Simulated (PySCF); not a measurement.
What settings do to a single point of [Hg(H2O)4]2+

The sound run of [Hg(H2O)4]2+ (singlet) uses PySCF 2.14.0, RKS PBE0, Hg def2-SVP with ECP60, O def2-SVP, H def2-SVP; non-relativistic Hamiltonian with scalar-relativistic core potentials where named; density fitting; no spin-orbit coupling, grid (50, 194), threshold 1e-8 Eh and 55 cycles, at the relaxed geometry:

```xyz
13

Hg    0.0000    0.0000    0.0000
O     1.3119    1.2672    1.3234
H     1.2495    1.3326    2.2905
H     2.1013    1.7606    1.0469
O    -1.3119   -1.3234    1.2672
H    -2.1012   -1.0469    1.7607
H    -1.2496   -2.2904    1.3327
O     1.3119   -1.2672   -1.3234
H     2.1013   -1.7606   -1.0469
H     1.2495   -1.3326   -2.2905
O    -1.3119    1.3234   -1.2672
H    -1.2496    2.2904   -1.3327
H    -2.1012    1.0469   -1.7607
```

There Hg1 has a Mulliken charge of 1.05 e and the dipole about the centre of mass is 0.00 D. Each run below changes one thing and starts from free metal ions and neutral atoms unless it says otherwise; with 55 cycles, smearing, a level shift and second-order steps follow where DIIS fails, and their cycles count. Energy shifts count from the sound run.

```json
{"change": "all coordinates × 1.05", "outcome": "converged", "cycles": "8", "energy shift (eV)": "0.62", "largest force component (eV/Å)": "2.11", "charge on Hg1 (e)": "1.05", "dipole about the centre of mass (D)": "0.00"}
{"change": "threshold 0.0001", "outcome": "converged", "cycles": "6", "energy shift (eV)": "0.0000", "largest force component (eV/Å)": "0.00", "charge on Hg1 (e)": "1.05", "dipole about the centre of mass (D)": "0.00"}
```

Q: One further run converged with energy shift (eV) 32.07, largest force component (eV/Å) 100.91, charge on Hg1 (e) 1.55, dipole about the centre of mass (D) 5.24. Which change was it?
A. charge changed by +1, spin kept, limit 64 cycles
B. H9 put 0.8 Å from Hg1, limit 57 cycles
C. start from a density of up to 30 smeared cycles (not counted)

A: B.

Q: And the other changes listed?

A: 
```
                                                       change    outcome  cycles  energy shift (eV)  largest force component (eV/Å)  charge on Hg1 (e)  dipole about the centre of mass (D)
start from a density of up to 30 smeared cycles (not counted)  converged       6             0.0000                            0.00               1.05                                 0.00
             charge changed by +1, spin kept, limit 64 cycles    refused       –                  –                               –                  –                                    –
```

Unsound on purpose, so not properties of the compound: H9 put 0.8 Å from Hg1, limit 57 cycles.

Forces carry noise of the integration grid, about 0.01 to 0.03 eV/Å.
